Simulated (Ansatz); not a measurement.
Isolated molecules relaxed with PBE0-D4/def2-TZVP in Ansatz; ΔE leaves out vibrations. CCSD(T)/CBS is the MP2 limit (def2-TZVPP, def2-QZVPP) plus CCSD(T) − MP2 in def2-TZVPP, frozen cores. DFT in def2-TZVPP. B3LYP here is the variant with VWN-RPA as its local correlation; programs differ in this. HSE06 is defined as in plane-wave codes. One conformer a species, not always the lowest.

Consider the redistribution: `C[Si](F)([SiH3])Cl` + `CNBO` → `OBN[SiH3]` + `C[Si](C)(F)Cl`.

| level | ΔE (kcal/mol) | difference from CCSD(T)/CBS |
| --- | --- | --- |
| B3LYP-D4 | -32.1 | 2.2 |
| r2SCANh-D4 | -33.4 | 0.9 |
| PBE | -27.7 | 6.6 |
| revPBE | -27.2 | 7.1 |
| r2SCANh | -33.4 | 0.9 |
| HSE06 | -29.9 | 4.4 |
| CCSD/def2-SVP | -30.2 | 4.1 |
| CCSD(T)/def2-SVP | -29.7 | 4.6 |
| HF/def2-TZVPP | -36.1 | -1.8 |
| SCS-MP2/def2-QZVPP | -36.1 | -1.8 |
| CCSD(T)/CBS | -34.3 | 0 |

Largest T1 diagnostic among the species: 0.012.

Leaving LDA and LC-ωPBE aside and taking each functional with its dispersion term where it has one, the values, not all of them listed here, spread over 7.1 kcal/mol, from ωB97M-V to PBE-D4. LDA lies −0.8 kcal/mol from PBE without D4. From r2SCAN to r2SCAN0 (25 % exact exchange), in def2-TZVPP and without D4, ΔE moves by −0.8 kcal/mol.

CCSD(T)/CBS has its own doubt, a few kJ/mol and more with outer-core shells, so smaller differences from it don't rank the levels.
